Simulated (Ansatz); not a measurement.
Ansatz (a first-principles code) input for C2H4NO, SMILES C([NH])(C)=O, multiplicity 2, PBE0/def2-SVPD. The structure is a stationary point at ωB97X-D3(BJ)/def2-SVP. The isomer is the one that the SMILES or the coordinates give; other isomers of the formula were not compared. One conformer was computed; it need not be the lowest.

Ansatz 0.2 input:
```yaml
crystal:
  periodic: [false, false, false]
  atoms:
    - {symbol: C, position_ang: [-1.33785562, -0.36287358, 0.18513684]}
    - {symbol: C, position_ang: [0.08649613, 0.05876812, -0.06732495]}
    - {symbol: N, position_ang: [1.05769410, -0.60134726, 0.67034142]}
    - {symbol: O, position_ang: [0.40127314, 0.99208393, -0.79326516]}
    - {symbol: H, position_ang: [-2.01459560, 0.19269935, -0.47621377]}
    - {symbol: H, position_ang: [-1.44578788, -1.44577287, 0.01779212]}
    - {symbol: H, position_ang: [-1.59468899, -0.16869006, 1.23781783]}
    - {symbol: H, position_ang: [1.94918544, -0.48084416, 0.16746370]}
basis:
  gaussian:
    orbitals: def2-SVPD
hamiltonian:
  xc: {name: PBE0}
magnetization: {spin_polarized: true, initial_magnetization: 1}
```

Log of the run:

```
WARN ansatz: RAYON_NUM_THREADS=1 ignored (pool sized by the plan → 1); use --threads N
Functional definition: PBE0
integrals: 0.04 GiB planned
954 factors; their error is unknown
mean field: 0.46 GiB planned
mean field evaluation 1: about -5659.1151 eV, gradient 3.5e1 eV
mean field evaluation 2: about -5652.1055 eV, gradient 5.5e1 eV
mean field evaluation 4: about -5664.2292 eV, gradient 1.7e0 eV
mean field evaluation 8: about -5664.2502 eV, gradient 1.4e-1 eV
mean field evaluation 16: about -5664.2317 eV, gradient 4.5e-3 eV
mean field evaluation 32: about -5664.0548 eV, gradient 1.3e0 eV
mean field -5664.23168424 eV, -208.1566750418 hartree, gradient 2.6e-5 eV, S^2 0.769653; 2 other end points of the search recorded, 0 dependent functions left out
reference -5664.23171496 eV, -208.1566761708 hartree; 16, 15 occupied and 99, 100 virtual orbitals, 954 factors
Total energy: -5664.23171496 eV, -208.1566761708 hartree
```

The run converged.
